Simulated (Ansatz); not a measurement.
This geometry of CH₄AlFS (8 atoms, charge 0, multiplicity 1) is a first-order saddle point.

Method: RKS PBE-D4/cc-pVDZ in Ansatz 0.2.0.

```xyz
8
Properties=species:S:1:pos:R:3
F 0.785 0.553 1.723
C 0.450 0.578 0.394
S -1.531 0.726 0.014
Al -0.245 -1.135 -0.557
H 1.189 1.129 -0.235
H -0.230 1.644 0.210
H 0.126 -1.246 -2.109
H -0.453 -2.306 0.505
```

Problem. Which two structures does it join? (They come from a converged band through this point; their orientation in space is the band's.)

Solution. Bonds broken: C2–H6. Bonds formed: S3–H6.

First end point:

```xyz
8
Properties=species:S:1:pos:R:3
F 0.816 -0.059 0.811
C 0.151 1.211 0.283
S -1.422 0.699 -0.411
Al -0.272 -1.315 -0.388
H 0.901 1.581 -0.443
H 0.067 1.863 1.173
H 0.777 -1.558 -1.573
H -0.925 -2.478 0.492
```

Last end point:

```xyz
8
Properties=species:S:1:pos:R:3
F 0.947 0.288 1.892
C 0.689 0.380 0.543
S -1.190 0.954 0.339
Al -0.074 -1.160 -0.483
H 1.281 1.217 0.114
H -0.967 1.718 -0.774
H 0.066 -1.091 -2.078
H -0.660 -2.363 0.390
```

Problem. How far does it lie above each of them?

Solution. 2.65 eV above the first and 1.38 eV above the second. This is the barrier of this one path; another mechanism may lie lower. The orbitals stay closed-shell, which can raise the energy where a bond breaks towards radicals; this wasn't checked here.

Time of the run: 3 min on 2 threads of Intel(R) Xeon(R) Platinum 8259CL CPU @ 2.50GHz (Skylake/Cascade Lake) (shared host), peak memory 0.17 GiB.
